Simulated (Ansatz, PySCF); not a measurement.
C4H7O, SMILES [CH2]C(=O)CC, multiplicity 2. Atoms are numbered in the order given.

```xyz
12

C      1.8334    -0.1774     0.3736
C      0.5243    -0.3475    -0.2099
O      0.4005    -0.5717    -1.4095
C     -0.6809    -0.2396     0.7071
C     -1.9980    -0.4362    -0.0145
H      1.9738     0.0231     1.4389
H      2.7053    -0.2537    -0.2799
H     -0.5551    -0.9764     1.5209
H     -0.6400     0.7452     1.2066
H     -2.8463    -0.3513     0.6799
H     -2.1241     0.3106    -0.8115
H     -2.0387    -1.4245    -0.4947
```
Charge 0, spin multiplicity 2.

Geometry optimised at PBE0-D3(BJ)/def2-SVP. The isomer is the one that the SMILES or the coordinates give; other isomers of the formula were not compared. One conformer was computed; it need not be the lowest.

Two levels are set side by side: PBE-D3(BJ)/def2-SVP (Ansatz, a quantum-chemistry and plane-wave program) and PBE0-D3(BJ)/def2-SVP (Ansatz). Each level has its own optimised geometry; the coordinates shown are those of the second. Frequencies come from the Hessian of PySCF at each geometry. Differences are taken from unrounded values.

| quantity | PBE0-D3(BJ) | PBE-D3(BJ) | PBE-D3(BJ) minus PBE0-D3(BJ) |
|---|---|---|---|
| mean bond length (Å) | 1.218 | 1.227 | 0.009 |
| bond C1–C2 (Å) | 1.443 | 1.449 | 0.006 |
| bond C2–O3 (Å) | 1.227 | 1.242 | 0.015 |
| bond C2–C4 (Å) | 1.518 | 1.530 | 0.012 |
| bond C4–C5 (Å) | 1.515 | 1.523 | 0.008 |
| bond C1–H6 (Å) | 1.093 | 1.102 | 0.009 |
| bond C1–H7 (Å) | 1.092 | 1.101 | 0.008 |
| bond C4–H8 (Å) | 1.105 | 1.114 | 0.009 |
| bond C4–H9 (Å) | 1.105 | 1.114 | 0.009 |
| bond C5–H10 (Å) | 1.100 | 1.108 | 0.008 |
| bond C5–H11 (Å) | 1.100 | 1.108 | 0.008 |
| bond C5–H12 (Å) | 1.100 | 1.108 | 0.008 |
| highest harmonic wavenumber (cm⁻¹) | 3300 | 3202 | -98 |
| mean harmonic wavenumber (cm⁻¹) | 1454 | 1405 | -49 |
| zero-point energy (kcal/mol) | 62.38 | 60.26 | -2.12 |

GGA bonds tend to be longer and softer than those of functionals with exact exchange. Differences between two approximate levels are no errors against the true value.
